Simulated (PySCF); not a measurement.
Correlation energy of Tm²⁺ (thulium, charge +2)

Starting occupation: [Xe] 4f13, 4f5/2 with m_j = -5/2, -3/2, -1/2, +1/2, +3/2, +5/2, 4f7/2 with m_j = -5/2, -3/2, -1/2, +1/2, +3/2, +5/2, +7/2. All numbers are calculated (PySCF 2.14, X2C-1e with screened-nucleus spin-orbit coupling, Gaussian nucleus, in x2c-SVPall-2c). Frozen: [Ar] 3d10; 39 electrons correlated; the 16 highest virtual spinors left out.

MP2 pair energies summed by pair of shells (mhartree):

```tsv
pair	energy	share (%)
4f5/2-4f7/2	-186.53	16.1
4f7/2-4f7/2	-99.43	8.6
4f5/2-4f5/2	-63.96	5.5
4d5/2-4f7/2	-61.43	5.3
4f7/2-5p3/2	-58.05	5.0
5p3/2-5p3/2	-53.84	4.6
4d5/2-4f5/2	-52.97	4.6
4f5/2-5p3/2	-51.17	4.4
5p1/2-5p3/2	-50.54	4.4
4d3/2-4d5/2	-43.58	3.8
4d3/2-4f7/2	-40.59	3.5
4f7/2-5p1/2	-33.05	2.9
4d3/2-4f5/2	-32.31	2.8
4d5/2-4d5/2	-30.76	2.7
4d5/2-4p3/2	-25.36	2.2
4f5/2-5p1/2	-21.77	1.9
4f7/2-4p3/2	-19.72	1.7
5p3/2-5s1/2	-18.08	1.6
4d3/2-4p3/2	-17.76	1.5
4d5/2-5p3/2	-17.22	1.5
4f5/2-4p3/2	-17.18	1.5
4d5/2-4p1/2	-13.61	1.2
5p1/2-5p1/2	-13.01	1.1
4d3/2-4d3/2	-11.57	1.0
4d5/2-5p1/2	-9.57	0.8
4f7/2-4p1/2	-9.09	0.8
5p1/2-5s1/2	-8.78	0.8
4f7/2-5s1/2	-8.29	0.7
4d3/2-4p1/2	-7.89	0.7
4d3/2-5p3/2	-7.78	0.7
```

Total MP2 correlation energy: -1158.3 mhartree.

This basis was not built for core-valence correlation, so the inner-shell part is incomplete.
